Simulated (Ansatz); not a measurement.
Relaxation of Cl$_{2}$H$_{4}$W (7 atoms, charge 0, multiplicity 1), to a largest force component of 0.03 eV/Å in at most 50 steps.

Level of theory: RKS PBE-D4/def2-SVP (Ansatz).

```xyz
7
Properties=species:S:1:pos:R:3:forces:R:3
W -0.204 0.001 0.513 0.95 0.00 0.68
Cl 1.058 -0.002 2.503 -0.56 0.00 -0.68
H 1.407 0.001 -0.049 -0.39 0.00 -0.03
H 0.308 1.424 -0.210 0.00 0.00 0.02
Cl -2.381 0.001 -0.191 0.01 0.00 0.00
H 0.309 -1.424 -0.207 -0.01 0.00 0.01
H 0.054 -0.001 -1.138 0.01 0.00 0.00
```

Task: Where does it end, and by what steps?

Result: The forces met the threshold. The force dipped under the threshold on the way, but the program's further checks kept it going. After 11 steps the energy has fallen by 0.045 eV; Cl2 moved furthest, 0.12 Å.

```
step  energy less start (eV)  largest force component (eV/Å)  accepted
   0                  0.0000                           0.945       yes
   1                 -0.0147                           0.409       yes
   2                 -0.0385                           0.379       yes
   3                 -0.0420                           0.051       yes
   4                 -0.0426                           0.010       yes
   5                 -0.0427                           0.007       yes
   6                 -0.0428                           0.006       yes
   7                 -0.0428                           0.006       yes
   8                 -0.0428                           0.021       yes
   9                 -0.0431                           0.101       yes
  10                  0.0135                           0.753        no
  11                 -0.0445                           0.020       yes
```

```xyz
7
Properties=species:S:1:pos:R:3
W -0.185 0.098 0.511
Cl 0.984 -0.097 2.472
H 1.372 -0.008 -0.105
H 0.404 1.483 -0.240
Cl -2.370 -0.096 -0.153
H 0.308 -1.370 -0.115
H 0.038 -0.010 -1.149
```

Whether the end is a true minimum wasn't checked by a vibrational analysis.

The run took 31 s on 2 threads of AMD EPYC 7R43 64-Core Processor (Zen 3), on a shared host, peak memory 0.14 GiB.
